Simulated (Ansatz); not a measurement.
Basis sets compared for Ag₂Cl⁺ (the lowest singlet isomer of a short search). Charge 1, multiplicity 1. Geometry PBE0-D4/def2-TZVP. Ansatz on 4 threads of Arm Neoverse V1 on a shared host; times are rough, and most runs start from earlier orbitals.

```xyz
3

Ag   -1.3068    0.4976    1.5975
Ag    0.8605    0.0292   -1.9407
Cl    0.4464   -0.5268    0.3432
```

In the def2 sets Ag takes a core potential; there is no spin–orbit coupling. The structure comes from a short search, and lower isomers may exist.

| level | functions | energy (Eh) | HOMO (eV) | LUMO (eV) | wall time |
| --- | --- | --- | --- | --- | --- |
| PBE-D4/def2-SVP | 80 | -753.6000 | -11.65 | -8.70 | 0.75 s |
| PBE0-D4/def2-SVP | 80 | -753.6162 | -12.88 | -7.58 | 1.1 s |

**Question.** Estimate the rows for PBE-D4/def2-TZVP, PBE0-D4/def2-TZVP.

**Answer.** 
```csv
level,functions,energy (Eh),HOMO (eV),LUMO (eV),wall time
PBE-D4/def2-TZVP,117,-753.8313,-11.66,-8.71,1.1 s
PBE0-D4/def2-TZVP,117,-753.8425,-12.89,-7.59,1.6 s
```
